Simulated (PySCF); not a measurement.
# How methods differ on the excitation energy of Al⁺

Al⁺ [Ne] 3s2 (1S) → Al⁺ [Ne] 3d2 (3F), as a difference of total energies. Calculation: PySCF 2.14, in dyall-acv3z; scalar relativity by spin-free X2C-1e. Correlated levels: valence: [Ne] frozen; valence and next inner shell: 1s2 frozen; virtual orbitals above 40 to 60 times the deepest correlated orbital energy dropped. The calculations carry no spin-orbit coupling.

```tsv
method	excitation energy (cm⁻¹)
UHF	193600
LDA	195670
PBE	190990
PBE0	193140
r2SCAN	191230
PW91	191290
wB97X-V	198100
B3LYP	195450
MP2 (valence)	198530
SCS-MP2 (valence)	200730
MP2 (valence and next inner shell)	201790
SCS-MP2 (valence and next inner shell)	203320
```

The upper state lies above the first ionisation limit, where it may autoionise and the basis confines it.

The promoted electron is Rydberg-like, and one or two diffuse shells describe it only roughly, which tends to raise the upper state.
